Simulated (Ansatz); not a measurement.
Breaking the Ga1–H2 bond in BrGaH2 (SMILES [GaH2][Br]) (multiplicity 1 held, fragments rigid). Energies count from the point at 1.557 Å.
Geometry at that point (charge 0, multiplicity 1):
```xyz
4

Ga    -0.627    -0.976     0.156
H     -0.071    -1.959     1.229
H     -1.896    -1.102    -0.738
Br     0.612     0.952    -0.153
```

Signs of static correlation in cc-pVTZ, with CASSCF(2,2), from Ansatz (an electronic-structure program) runs.

| R (Å) | T1 of restricted CCSD | ⟨S²⟩ of UHF | largest double amplitude of restricted CCSD | weight of the CASSCF reference in MRCISD | CASSCF natural occupations |
|---|---|---|---|---|---|
| 1.246 | 0.009 | 0.000 | 0.032 | 0.906 | 1.99 0.01 |
| 1.402 | 0.009 | 0.000 | 0.032 | 0.906 | 1.98 0.02 |
| 1.557 | 0.009 | 0.000 | 0.032 | 0.906 | 1.98 0.02 |
| 1.713 | 0.010 | 0.000 | 0.032 | 0.905 | 1.97 0.03 |
| 1.869 | 0.010 | 0.000 | 0.032 | 0.905 | 1.95 0.05 |
| 2.103 | 0.012 | 0.000 | 0.093 | 0.905 | 1.92 0.08 |
| 2.336 | 0.015 | 0.306 | (withheld) | 0.905 | 1.88 0.12 |
| 2.726 | 0.025 | 0.745 | 0.271 | 0.905 | 1.76 0.24 |
| 3.115 | 0.040 | 0.909 | (withheld) | 0.905 | 1.58 0.42 |
| 3.582 | 0.060 | 0.978 | 0.582 | 0.906 | 1.37 0.63 |
| 4.205 | 0.080 | 1.003 | 0.777 | 0.906 | 1.18 0.82 |
| 4.984 | 0.089 | 1.009 | 0.910 | 0.906 | 1.06 0.94 |

### Question
Some entries are withheld; supply them.

### Answer

- 2.336, largest double amplitude of restricted CCSD: 0.157
- 3.115, largest double amplitude of restricted CCSD: 0.406

Doubts at one or more of the structures used: a restricted determinant that unrestricted orbitals would lower (R-CCSD(T)/cc-pVTZ); other coupled-cluster roots lie near (R-CCSD(T)/cc-pVTZ); T1 above 0.05 (R-CCSD(T)/cc-pVTZ, U-CCSD(T)/cc-pVTZ); a spin-contaminated determinant (U-CCSD(T)/cc-pVTZ).
